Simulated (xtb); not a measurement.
ZnCl₂, SMILES [Cl][Zn][Cl]. All values are semi-empirical tight-binding results from xtb (GFN2-xTB unless named), good for trends rather than for accurate numbers. Geometry: GFN2-xTB. The isomer is the one that the SMILES or the coordinates give; other isomers of the formula were not compared.

Optimised geometry:

```xyz
3

Zn     0.0000     0.0000     0.4494
Cl     0.0000    -1.9486    -0.3965
Cl     0.0000     1.9486    -0.3965
```

For metal compounds this method's bond lengths and energies can be far off.

Computed properties:
point group as xtb finds it: C2v
orbital gap: 3.14 eV
zero-point energy: 0.9 kcal/mol
G − E(el) at 298.15 K (modified RRHO): -17.3 kcal/mol

Task: Give the atomic charges and the Wiberg bond orders between heavy atoms. (An estimate is asked for; the answer gives what the named calculation found.)

Result: charges (e) Zn1 0.32, Cl2 -0.16, Cl3 -0.16. Bond orders Zn1–Cl2 0.96, Zn1–Cl3 0.96, Cl2–Cl3 0.31.
